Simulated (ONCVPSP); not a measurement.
**Building the ONCV potential for Sc (PBE, scalar-relativistic).**

Input for ONCVPSP 4.0.1:

```
# ATOM AND REFERENCE CONFIGURATION
# atsym  z   nc   nv     iexc    psfile
  Sc 21.00    4    3        4      upf
#
#   n    l    f
    1    0    2.00
    2    0    2.00
    2    1    6.00
    3    0    2.00
    3    1    6.00
    3    2    1.00
    4    0    2.00
#
# PSEUDOPOTENTIAL AND OPTIMIZATION
# lmax
    2
#
#   l,   rc,      ep,       ncon, nbas, qcut
    0    2.75    0.00    5    8    1.90
    1    1.30    0.00    4    8   13.50
    2    2.85    0.00    3    8    5.60
#
# LOCAL POTENTIAL
# lloc, lpopt,  rc(5),   dvloc0
    4    5    1.15    1.00
#
# VANDERBILT-KLEINMAN-BYLANDER PROJECTORs
# l, nproj, debl
    0    2    1.70
    1    1    3.80
    2    2    2.20
#
# MODEL CORE CHARGE
# icmod, fcfact, rcfact
    2    0.45    0.75
#
# LOG DERIVATIVE ANALYSIS
# epsh1, epsh2, depsh
   -3.00    5.00    0.02
#
# OUTPUT GRID
# rlmax, drl
    6.00    0.01
#
# TEST CONFIGURATIONS
# ncnf
    4
# nvcnf
#   n    l    f
    3
    3    1    6.00
    3    2    1.00
    4    0    1.00
#
    3
    3    1    6.00
    3    2    1.00
    4    0    0.00
#
    3
    3    1    6.00
    3    2    0.00
    4    0    0.00
#
    3
    3    1    6.00
    3    2    2.00
    4    0    0.00
#
```

Command:

```bash
oncvpsp.x < Sc.dat > Sc.out
```

Resulting log (shortened: citation, most of the input echo, consistency checks and plot data are left out):

```
ONCVPSP  (Optimized Norm-Conservinng Vanderbilt PSeudopotential)
scalar-relativistic version 4.0.1

#   n    l    f        energy (Ha)
    1    0    2.00    -1.6159673E+02
    2    0    2.00    -1.7431266E+01
    2    1    6.00    -1.4268282E+01
    3    0    2.00    -2.0226482E+00
    3    1    6.00    -1.2356802E+00
    3    2    1.00    -1.1882432E-01
    4    0    2.00    -1.5372740E-01

Reference configufation results
  iterations    25
  all-electron total energy (Ha)   -7.64056381D+02

Begin loop to  construct optimized pseudo wave functions
and semi-local pseudopoentials for all angular momenta

   Wellstate for l =  0  n =  6
     eigenvalue =   1.5463
     asymptotic potential =   2.0463
     half-point radius =  5.1000

Calculating optimized projector #   1

 for l=   0

    Fraction of norm inside rc  0.251176
    Optimizing pswf for qcut=   1.90 a_B^-1,  ecut=   1.81 Ha
    Residual kinetic energy error=  2.52D-03 Ha

    Energy error per electron        Cutoff
         Ha          eV             Ha
         0.01000     0.27211        1.19
         0.00100     0.02721        2.44
         0.00010     0.00272        8.04
         0.00001     0.00027       18.33

Calculating optimized projector #   2

 for l=   0

    Fraction of norm inside rc  0.164213
    Optimizing pswf for qcut=   1.90 a_B^-1,  ecut=   1.81 Ha
    Residual kinetic energy error=  2.00D-01 Ha

    Energy error per electron        Cutoff
         Ha          eV             Ha
         0.01000     0.27211        7.51
         0.00100     0.02721       25.65
         0.00010     0.00272       30.15
         0.00001     0.00027       34.03

Calculating optimized projector #   1

 for l=   1

    Fraction of norm inside rc  0.665775
    Optimizing pswf for qcut=  13.49 a_B^-1,  ecut=  90.93 Ha
    Residual kinetic energy error=  6.62D-09 Ha

    Energy error per electron        Cutoff
         Ha          eV             Ha
         0.01000     0.27211       13.39
         0.00100     0.02721       36.98
         0.00010     0.00272       49.34
         0.00001     0.00027       59.46

   Wellstate for l =  2  n =  6
     eigenvalue =   2.0812
     asymptotic potential =   2.5812
     half-point radius =  5.1018

Calculating optimized projector #   1

 for l=   2

    Fraction of norm inside rc  0.836713
    Optimizing pswf for qcut=   5.60 a_B^-1,  ecut=  15.69 Ha
    Residual kinetic energy error=  6.03D-07 Ha

    Energy error per electron        Cutoff
         Ha          eV             Ha
         0.01000     0.27211        9.18
         0.00100     0.02721       11.21
         0.00010     0.00272       12.86
         0.00001     0.00027       14.06

Calculating optimized projector #   2

 for l=   2

    Fraction of norm inside rc  0.225373
    Optimizing pswf for qcut=   5.60 a_B^-1,  ecut=  15.69 Ha
    Residual kinetic energy error=  5.29D-05 Ha

    Energy error per electron        Cutoff
         Ha          eV             Ha
         0.01000     0.27211       11.67
         0.00100     0.02721       13.53
         0.00010     0.00272       15.28
         0.00001     0.00027       40.83

Construct Vanderbilt / Kleinmman-Bylander projectors

B matrix Hermiticity error, ll=   0
   1   2   -4.7763E-05

  Orthonormal projector coefficients  6.5128E+00  8.2876E-01

B matrix Hermiticity error, ll=   2
   1   2    5.5522E-05

  Orthonormal projector coefficients -2.2490E+00 -1.0668E+00

Model core correction analysis
  based on d2Exc/dn_idn_j

d2excae - all-electron derivatives

   -3.549766D-02   -2.277396D-02   -2.811295D-03
   -2.277433D-02   -2.146086D-02   -1.129068D-02
   -2.810585D-03   -1.128688D-02   -2.936797D-02

d2excps - pseudofunction derivatives with no core correction

   -4.531226D-02   -2.416993D-02   -2.626179D-03
   -2.416906D-02   -3.027641D-02   -1.243778D-02
   -2.625471D-03   -1.243366D-02   -2.954661D-02

rms 2nd derivative error    4.480399E-03

amplitude prefactor, scale prefactor
    1.3476    2.2088

d2excps - pseudofunction derivatives with core correction

   -3.661698D-02   -2.190892D-02   -2.531598D-03
   -2.190848D-02   -2.854600D-02   -1.226593D-02
   -2.530887D-03   -1.226151D-02   -2.948352D-02

rms 2nd derivative error    2.472536E-03

Pseudoatom total energy  -29.109825

Diagnostic tests using Vanderbilt-Kleinman-Bylander pseudopotentials
  1 or more projectors used as specified by nproj input data

   l    rcore       rmatch      e in        delta e   norm test  slope test

   0   2.7555934   2.8392592  -0.1537274  -0.0000001   1.0000153   1.0000100
   0   2.7555934   2.8392592   1.5462726   0.0000046   1.0001092   1.0001092

   1   1.3045705   1.3441801  -1.2356802  -0.0000139   0.9999964   1.0000200

   2   2.8562947   2.9430180  -0.1188243  -0.0000062   0.9999917   0.9999629
   2   2.8562947   2.9430180   2.0811757   0.0000270   0.9999398   0.9999398

 Testing for bound ghosts
   n   l    E NL Schr. Eq   E Basis Diag.   E Cutoff

       0                       -0.906100     34.25  WARNING - GHOST(-)
   1   0       -0.153728       -0.149720     34.25

   2   1       -1.235694       -1.234590    130.50

   3   2       -0.118830       -0.118492     42.26

 Testing for highly-localized positive-energy ghosts
       l    <radius>/rc     E Basis Diag.   E Cutoff

Test configuration 0

   n   l     f        eae           eps        diff
   1   0  2.0000 -161.59672778
   2   0  2.0000  -17.43126625
   2   1  6.0000  -14.26828191
   3   0  2.0000   -2.02264824
   3   1  6.0000   -1.23568018   -1.23569407   -1.39D-05
   3   2  1.0000   -0.11882432   -0.11883048   -6.16D-06
   4   0  2.0000   -0.15372740   -0.15372751   -1.12D-07

    Total energies and differences
      AE_ref= -7.64056381D+02  AE_tst= -7.64056381D+02  dif=  0.00D+00
      PS_ref= -2.91098250D+01  PS_tst= -2.91098250D+01  dif=  4.62D-14
      PSP excitation error= -4.62D-14

Test configuration 1

   n   l     f        eae           eps        diff
   1   0  2.0000 -161.85843306
   2   0  2.0000  -17.68871219
   2   1  6.0000  -14.52609926
   3   0  2.0000   -2.27982166
   3   1  6.0000   -1.49277546   -1.49160175    1.17D-03
   3   2  1.0000   -0.36630113   -0.36641077   -1.10D-04
   4   0  1.0000   -0.35748841   -0.35747961    8.81D-06

    Total energies and differences
      AE_ref= -7.64056381D+02  AE_tst= -7.63802925D+02  dif=  2.53D-01
      PS_ref= -2.91098250D+01  PS_tst= -2.88563407D+01  dif=  2.53D-01
      PSP excitation error= -2.80D-05

Test configuration 2

   n   l     f        eae           eps        diff
   1   0  2.0000 -162.17493495
   2   0  2.0000  -17.99960394
   2   1  6.0000  -14.83746569
   3   0  2.0000   -2.58722222
   3   1  6.0000   -1.79893168   -1.79491739    4.01D-03
   3   2  1.0000   -0.65823575   -0.65649973    1.74D-03

    Total energies and differences
      AE_ref= -7.64056381D+02  AE_tst= -7.63333718D+02  dif=  7.23D-01
      PS_ref= -2.91098250D+01  PS_tst= -2.83873823D+01  dif=  7.22D-01
      PSP excitation error=  2.20D-04

Test configuration 3

psatom: WARNING lschvkbb convergence error n,l,iter=   3   2   4
ea(ii),et,emin,emax -1.289095E-01 -1.418004E-01 -1.418004E-01 -1.418004E-01
run_config: WARNING for fully non-local PS atom, stg. 1
 WARNING no output for configuration 4

Test configuration 4

   n   l     f        eae           eps        diff
   1   0  2.0000 -161.71102852
   2   0  2.0000  -17.51587007
   2   1  6.0000  -14.35561069
   3   0  2.0000   -2.12696391
   3   1  6.0000   -1.34738351   -1.34640529    9.78D-04
   3   2  2.0000   -0.25541683   -0.26172768   -6.31D-03

    Total energies and differences
      AE_ref= -7.64056381D+02  AE_tst= -7.63777896D+02  dif=  2.78D-01
      PS_ref= -2.91098250D+01  PS_tst= -2.88368215D+01  dif=  2.73D-01
      PSP excitation error=  5.48D-03
```

Note: ghosts flagged at negative energy: s at -24.7 eV; no localised positive-energy state flagged. A true bound ghost makes a file unfit for plane-wave use.

The run took about 2.9 s on one core of a shared server CPU.
